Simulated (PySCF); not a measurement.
# How the method moves the HOMO and LUMO of `C[Si](C)(C)[Si](C)(C)C`

Species: C₆H₁₈Si₂.
Geometry (PBE0-D3(BJ)/def2-SVP, Å), atoms numbered from 1 in this order:
```
atom  x, y, z in Å
C1     1.869    1.714   -0.068
Si2    1.161   -0.036   -0.173
C3     1.984   -1.116    1.143
C4     1.538   -0.751   -1.883
Si5   -1.163    0.030    0.174
C6    -1.892   -1.710    0.045
C7    -1.974    1.139   -1.127
C8    -1.534    0.727    1.892
H9     1.669    2.168    0.915
H10    1.430    2.369   -0.837
H11    2.962    1.705   -0.218
H12    1.613   -2.152    1.096
H13    3.077   -1.142    1.001
H14    1.785   -0.732    2.156
H15    1.152   -1.778   -1.978
H16    1.077   -0.142   -2.677
H17    2.624   -0.779   -2.067
H18   -1.455   -2.381    0.801
H19   -2.983   -1.689    0.202
H20   -1.703   -2.150   -0.947
H21   -3.066    1.178   -0.983
H22   -1.781    0.765   -2.145
H23   -1.589    2.169   -1.068
H24   -1.132    1.746    2.003
H25   -2.621    0.772    2.073
H26   -1.087    0.101    2.681
```

Basis pcSseg-1 throughout (PySCF), one geometry. Isolated species at its PBE0-D3(BJ)/def2-SVP geometry, gas phase.

Q: How do the orbital energies and the gap change with the method?

A: 
```csv
method,kind,HOMO (eV),LUMO (eV),gap (eV),SCF cycles
BLYP,GGA,-5.66,0.12,5.78,12
OPBE,GGA,-5.76,0.45,6.22,13
B97-D,GGA,-5.77,0.25,6.03,13
KT2,GGA,-5.88,-0.04,5.84,13
KT3,GGA,-5.92,-0.03,5.89,13
B97-2,global hybrid,-6.69,0.92,7.60,12
PBE0,global hybrid,-6.90,0.87,7.78,12
mPW1PW91,global hybrid,-6.94,0.92,7.86,12
BHandHLYP,global hybrid,-7.97,1.48,9.45,10
wB97X-D,range-separated hybrid,-8.69,2.63,11.33,11
```

The HOMO spans 3.03 eV, from BLYP down to wB97X-D, and the gap runs from 5.78 eV (BLYP) to 11.33 eV (wB97X-D). Over the methods BLYP (0 %), OPBE (0 %), B97-D (0 %), KT2 (0 %), KT3 (0 %), B97-2 (21 %), PBE0 (25 %), mPW1PW91 (25 %), BHandHLYP (50 %), a straight line through the gap against the share of exact exchange rises by 0.72 eV for each 10 % (correlation coefficient 0.994). The dipole is below 0.03 D at every level.

The vertical ΔSCF ionisation energy at CAM-B3LYP/def2-SVPD is 8.66 eV; −ε(HOMO) comes closest to it with wB97X-D (8.69 eV).
